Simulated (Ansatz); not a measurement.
Relaxed structures of Al$_{2}$HClO, closed shell (PBE0-D4/def2-TZVP; forces vanish, vibrations not checked; lower isomers may exist, and structures with a doubtful reference or unclear bonds are left out; Å). Ansatz 0.2.0; basis: def2-TZVPP; cores frozen in the correlated methods.

Rank them by CCSD(T) energy, lowest first, and give each one's height above the lowest. Links in brackets join atoms within 1.22 times the sum of their covalent radii (1.1 for two metals). (Judge from chemistry; the value comes from the calculation.)
A.
a complex of Al₂O + HCl
```
5
angstrom
Cl 1.4763 0.9470 -1.2962
Al -1.0796 0.5701 1.1138
O -1.0164 -1.1096 0.8292
Al -0.8645 -2.7645 0.4629
H 1.3376 2.1841 -0.9979
```
B.
Al₂HClO ([Al][O][AlH][Cl])
```
5
angstrom
Cl 0.1319 2.9571 1.1121
Al -0.6609 -1.5966 0.2553
O 0.0525 -0.0833 -0.0491
Al 0.6887 1.4576 -0.2407
H 1.6855 1.8147 -1.3970
```
C.
Al₂HClO ([Cl][Al]1[O][AlH]1)
```
5
angstrom
Cl -1.9179 -2.0488 1.4639
Al -0.7797 -0.5253 0.5957
O 0.5892 -0.6526 -0.4525
Al 0.5953 1.0720 -0.4533
H 1.5131 2.1547 -1.1538
```

By the calculation: B (0.00 kcal/mol), C (35.39 kcal/mol), A (51.14 kcal/mol). Heights count from the lowest.

The T1 diagnostic stays at or below 0.016.

For scale, one of the runs: CCSD(T)/def2-TZVPP, 171 basis functions, launched by `ansatz run in.yaml --threads 2 --pin off --events-out ev --progress --plain --max-ram 4352MiB`. Time: 23 s of wall clock on 2 CPU threads of an Arm Neoverse V1; the host was shared. Peak host memory: 1.3 GiB.
